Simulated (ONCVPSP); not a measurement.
# niobium (Nb): excitation energies, all-electron against ONCV

ONCVPSP 4.0.1 input, shortened (lines: element, Z, core and valence counts, functional; n l f; lmax; l rc ep ncon nbas qcut; lloc lpopt rc5 dvloc0; l nproj debl; icmod fcfact rcfact), PBE, scalar-relativistic:

```
  Nb 41.00    8    1        4      upf
    1    0    2.00
    2    0    2.00
    2    1    6.00
    3    0    2.00
    3    1    6.00
    3    2   10.00
    4    0    2.00
    4    1    6.00
    4    2    3.50
    2
    0    2.50    0.02    3    7    2.10
    1    2.65    0.22    4    7    2.50
    2    2.50    0.00    4    8    5.00
    4    5    1.60    6.00
    0    2    3.70
    1    2    1.80
    2    3    3.60
    0    0.00    0.00
```

In the s channel the program set the typed energies aside and used 0.050, 3.750 Ha. In the p channel the program set the typed energies aside and used 0.050, 1.850 Ha.

Energies are relative to the spin-unpolarised reference configuration 4d3.5; without spin polarisation the order of configurations can differ from experiment.

| valence configuration | charge | ΔE all-electron (eV) | error AE − PS (meV) |
| --- | --- | --- | --- |
| 4d4 5s1 | 0 | -12.432 | +211 |
| 4d4 | +1 | -5.795 | +7.2 |
| 4d4 5p1 | 0 | -9.480 | +96 |

What are ΔE and the potential's error for 4d3?

ΔE = 8.246 eV all-electron; the error (AE − PS) is +8.6 meV.

Note: no bound ghost flagged; GHOST(+) flagged for p at 77.2 eV, s at 90.9 eV.
